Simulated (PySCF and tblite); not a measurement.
Results of a calculation; reference values are marked as such.
## Dynamics report: rotation

System: 2,6-difluoroaniline, C₆H₅F₂N, numbered as in [NH2:1][c:2]1[c:3]([F:4])[cH:5][cH:6][cH:7][c:8]1[F:9].

Motion: rotation about the C2–N1 bond (torsion C3–C2–N1–H from 165° to 345°, rising). Level: PBE0/pcSseg-1 + D3(BJ), IEF-PCM chloroform on GFN2-xTB stationary points, with GFN2-xTB thermal terms. Rates follow Eyring's equation with the number of equivalent paths and no tunnelling. Run with tblite and PySCF.

```tsv
point	symmetry	E(GFN2) kcal/mol	E(DFT) kcal/mol	ZPE change kcal/mol	lowest mode cm⁻¹	dipole D
start	Cs	0.0	0.0	0.00	136	0.87
saddle	Cs	10.1	5.6	-0.32	370i	2.15
end	Cs	0.0	0.0	0.00	136	0.87
```

| Quantity | Value |
| --- | --- |
| Electronic barrier | 5.6 kcal/mol |
| Barrier with zero-point energy | 5.2 kcal/mol |
| ΔH‡ (298 K) | 4.9 kcal/mol |
| ΔS‡ (298 K, symmetry apart) | -1.5 cal/(mol K) |
| Paths | 2 equivalent paths |
| End point | the same structure with atoms interchanged, or its mirror image |
| Mean lifetime of the start against this motion at 298 K | 700 ps |
| Cost | 46 s on 1 thread of INTEL XEON PLATINUM 8581C @ 2.30GHz (shared host) (rough), peak memory 1 GiB, launched as `OMP_NUM_THREADS=1 python ens_run.py task.json out` |

```tsv
T/K	ΔG‡ kcal/mol	k s⁻¹
200	5.3	1.4×10⁷
250	5.3	2.4×10⁸
298	5.4	1.4×10⁹
350	5.5	5.7×10⁹
400	5.6	1.5×10¹⁰
```

ΔG and ΔG‡ leave out symmetry numbers and mirror images; rates count paths: 2 out.
